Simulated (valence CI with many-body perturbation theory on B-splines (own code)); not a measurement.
# Cs¹⁴⁺: E2, M1 decay

Level of theory: configuration interaction combined with many-body perturbation theory (CI+MBPT): five valence electrons over a frozen Dirac-Fock core [Kr], radial functions for each j: 7 s, 7 p, 8 d, 6 f, 4 g, 1 h, with the one-electron correlation potential Σ1 (screened to all orders), the two-electron term Σ2, the three-electron term Σ3, Breit, model QED; selected single and double excitations, second order for the rest (own B-spline code, finite nucleus).

No measured spectrum was set against this ion. As an estimate, terms of the open shell hold to 2 to 4 % of their energy, and close levels can change places. Core correlation moves these levels by up to 12000 cm⁻¹, and in measured spectra 5 to 20 % of such shifts remained as error; rates that hang on mixing are uncertain with them. Among the levels kept, up to 310 cm⁻¹ of a level comes from second order outside the variational space, and about a tenth of that is noise between levels of different J, which matters for small intervals. Only levels of the ground parity were solved; by the run's estimate the other parity begins above the list, which can be wrong where configurations are misplaced.

Lines 1 to 50 of 120 in falling wavelength, among levels below 22.390 eV, chosen from the decays that carry over 1 % of a level's rate. Wavelengths and rates use the calculated energies, so an error of 2000 cm⁻¹ moves a line at 15520 Å by 31 % and its rate by three times that or more. Electric multipoles are in the length gauge, E1 and E2 with the static RPA response of the core. S is in atomic units (e²a₀⁴ for E2 and M2, e²a₀⁶ for E3), for M1 in squared Bohr magnetons. Weak lines are less certain than strong ones. Lines between different terms over intervals too small for the method are left out, as are lines whose strength nearly cancels. Where a level lies close to another of its J and parity, the split of strength between their lines is uncertain. Intervals below about 2000 cm⁻¹, as at the head of this list, are uncertain by tens of per cent.

Names give the largest LS component (configuration and term), which can be under half, so a name can repeat, a term be missing and a line seem to break the LS rules; names also repeat where a configuration has a term twice. Letters in brackets count levels of one name in rising energy.

| λ vac (Å) | Upper | Lower | Type | A (s⁻¹) | S (a.u.) |
| --- | --- | --- | --- | --- | --- |
| 49560 | 4d5 4G_11/2 | 4d5 4G_7/2 | E2 | 3.08e-09 | 9.86e-03 |
| 46930 | 4d5 4G_9/2 | 4d5 4G_11/2 | M1 | 2.61e-01 | 1.00e+01 |
| 24100 | 4d5 4G_9/2 | 4d5 4G_7/2 | M1 | 2.18e+00 | 1.13e+01 |
| 15720 | 4d5 2I_13/2 | 4d5 2I_11/2 | M1 | 2.37e+00 | 4.77e+00 |
| 15520 | 4d5 4P_1/2 | 4d5 4D_3/2 | M1 | 1.32e+01 | 3.66e+00 |
| 14520 | 4d5 4P_3/2 | 4d5 4D_5/2 | M1 | 8.70e+00 | 3.95e+00 |
| 13580 | 4d5 4F_7/2 | 4d5 2F_5/2 [b] | M1 | 4.91e+00 | 3.64e+00 |
| 13130 | 4d5 2D_3/2 [a] | 4d5 4F_5/2 | M1 | 7.45e+00 | 2.50e+00 |
| 10250 | 4d5 4G_7/2 | 4d5 4G_5/2 [a] | M1 | 2.01e+01 | 6.43e+00 |
| 9866 | 4d5 4D_7/2 | 4d5 4G_9/2 | M1 | 8.02e+00 | 2.28e+00 |
| 9231 | 4d5 4D_7/2 | 4d5 4G_5/2 [b] | M1 | 2.30e+01 | 5.37e+00 |
| 8681 | 4d5 2G_7/2 [a] | 4d5 2F_5/2 [a] | M1 | 9.26e+00 | 1.80e+00 |
| 8623 | 4d5 4F_5/2 | 4d5 4F_3/2 | M1 | 6.39e+00 | 9.12e-01 |
| 8288 | 4d5 4D_3/2 | 4d5 4G_5/2 [a] | M1 | 2.39e+01 | 2.02e+00 |
| 7911 | 4d5 2F_7/2 [a] | 4d5 4D_7/2 | M1 | 1.55e+00 | 2.28e-01 |
| 7570 | 4d5 4G_5/2 [b] | 4d5 4G_5/2 [a] | M1 | 7.75e+01 | 7.47e+00 |
| 7445 | 4d5 2H_9/2 | 4d5 2G_9/2 [a] | M1 | 2.51e+01 | 3.84e+00 |
| 7003 | 4d5 4F_7/2 | 4d5 2H_9/2 | M1 | 1.90e+01 | 1.94e+00 |
| 7001 | 4d5 4D_7/2 | 4d5 4G_7/2 | M1 | 2.94e+01 | 2.99e+00 |
| 6975 | 4d5 4D_1/2 | 4d5 4P_1/2 | M1 | 9.21e+01 | 2.32e+00 |
| 6682 | 4d5 4F_7/2 | 4d5 4F_5/2 | M1 | 1.63e+01 | 1.44e+00 |
| 6657 | 4d5 2G_9/2 [b] | 4d5 2G_7/2 [a] | M1 | 1.99e+01 | 2.17e+00 |
| 6429 | 4d5 2G_9/2 [a] | 4d5 4D_7/2 | M1 | 1.69e+01 | 1.66e+00 |
| 6404 | 4d5 2G_7/2 [a] | 4d5 2G_9/2 [a] | M1 | 2.36e+00 | 1.84e-01 |
| 6386 | 4d5 4F_5/2 | 4d5 2F_7/2 [a] | M1 | 6.42e+01 | 3.72e+00 |
| 6154 | 4d5 2F_5/2 [b] | 4d5 2F_5/2 [a] | M1 | 1.16e+01 | 5.99e-01 |
| 6149 | 4d5 2D_3/2 [a] | 4d5 2F_5/2 [a] | M1 | 8.05e+00 | 2.78e-01 |
| 6118 | 4d5 2H_9/2 | 4d5 2F_7/2 [a] | M1 | 1.05e+01 | 8.92e-01 |
| 6088 | 4d5 2H_11/2 | 4d5 2H_9/2 | M1 | 2.05e+01 | 2.06e+00 |
| 6007 | 4d5 4D_5/2 | 4d5 4D_3/2 | M1 | 1.01e+01 | 4.85e-01 |
| 5972 | 4d5 4F_5/2 | 4d5 4P_3/2 | M1 | 1.86e+01 | 8.84e-01 |
| 5812 | 4d5 2G_9/2 [b] | 4d5 2H_9/2 | M1 | 7.36e+01 | 5.36e+00 |
| 5397 | 4d5 2G_7/2 [a] | 4d5 2F_7/2 [a] | M1 | 3.82e+01 | 1.78e+00 |
| 5276 | 4d5 4D_5/2 | 4d5 4G_7/2 | M1 | 4.95e+01 | 1.62e+00 |
| 5238 | 4d5 2I_11/2 | 4d5 4G_9/2 | M1 | 1.88e+01 | 1.20e+00 |
| 5209 | 4d5 2F_5/2 [b] | 4d5 4F_3/2 | M1 | 6.43e+01 | 2.02e+00 |
| 5205 | 4d5 2D_3/2 [a] | 4d5 4F_3/2 | M1 | 3.99e+01 | 8.34e-01 |
| 5197 | 4d5 2F_7/2 [b] | 4d5 2F_5/2 [a] | M1 | 3.52e+01 | 1.47e+00 |
| 5089 | 4d5 2F_5/2 [a] | 4d5 4D_7/2 | M1 | 1.93e+01 | 5.66e-01 |
| 4993 | 4d5 2H_9/2 | 4d5 2I_11/2 | M1 | 7.60e+00 | 3.51e-01 |
| 4812 | 4d5 4D_1/2 | 4d5 4D_3/2 | M1 | 6.01e+01 | 4.97e-01 |
| 4712 | 4d5 2I_11/2 | 4d5 4G_11/2 | M1 | 8.34e+01 | 3.88e+00 |
| 4497 | 4d5 4F_3/2 | 4d5 4P_1/2 | M1 | 2.57e+01 | 3.47e-01 |
| 4467 | 4d5 4P_3/2 | 4d5 4G_5/2 [b] | M1 | 1.63e+01 | 2.15e-01 |
| 4391 | 4d5 2F_7/2 [a] | 4d5 4G_9/2 | M1 | 4.28e+01 | 1.07e+00 |
| 4285 | 4d5 2F_7/2 [b] | 4d5 2G_9/2 [a] | M1 | 5.44e+01 | 1.27e+00 |
| 4260 | 4d5 2F_7/2 [a] | 4d5 4G_5/2 [b] | M1 | 2.43e+00 | 5.58e-02 |
| 4249 | 4d5 4P_3/2 | 4d5 4D_3/2 | M1 | 6.43e+01 | 7.32e-01 |
| 4235 | 4d5 4F_7/2 | 4d5 2F_5/2 [a] | M1 | 3.60e+01 | 8.11e-01 |
| 4232 | 4d5 4F_5/2 | 4d5 4D_5/2 | M1 | 1.35e+02 | 2.28e+00 |
